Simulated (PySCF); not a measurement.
**[CeF2]+ at several levels of theory**

Computed with PySCF 2.14.0 (density fitting, no spin-orbit coupling) at the geometry relaxed with PBE0:

```xyz
3
[CeF2]+ (singlet in the valence; each metal's 4f electrons, 1 of them, lie in its core potential, out of spins and levels)
Ce    0.0000    0.0000   -0.3855
F     1.6425    0.0000    0.7962
F    -1.6425    0.0000    0.7962
```

```csv
level,basis,state,HOMO (eV),gap (eV),charge on Ce1 (e),population of f-type functions on Ce1 (polarisation alone where 4f lies in the core),dipole about the centre of mass (D),largest force component (eV/Å)
PBE0,"Ce lcecp-1-SVP with ECP47, F def2-SVP",singlet,-15.79,8.31,1.73,0.10,6.59,0.01
BP86,the same,singlet,-14.03,5.96,1.59,0.10,6.07,0.45
PBE0,"Ce lcecp-1-TZVP with ECP47, F def2-TZVP",singlet,-15.85,8.46,1.89,0.13,6.62,0.33
```

In the lcecp rows the 4f levels are missing from HOMO and gap, and the state counts the valence alone.

Charges are Mulliken's, which hang on the basis. The relaxation used the grid (50, 194), these runs (75, 302) or, all-electron (x2c bases, spin-free X2C Hamiltonian), (99, 590).

(1) What does TPSS with Ce lcecp-1-SVP with ECP47, F def2-SVP give here?

An lcecp potential fixes the number of 4f electrons, so in runs with it no electron can move into or out of that shell.

Answers

(1) state singlet, HOMO (eV) -13.99, gap (eV) 6.01, charge on Ce1 (e) 1.64, population of f-type functions on Ce1 (polarisation alone where 4f lies in the core) 0.09, dipole about the centre of mass (D) 6.22, largest force component (eV/Å) 0.53. Time: 1.9 s on 2 threads of Arm Neoverse V2, on a shared host, from an already converged density.
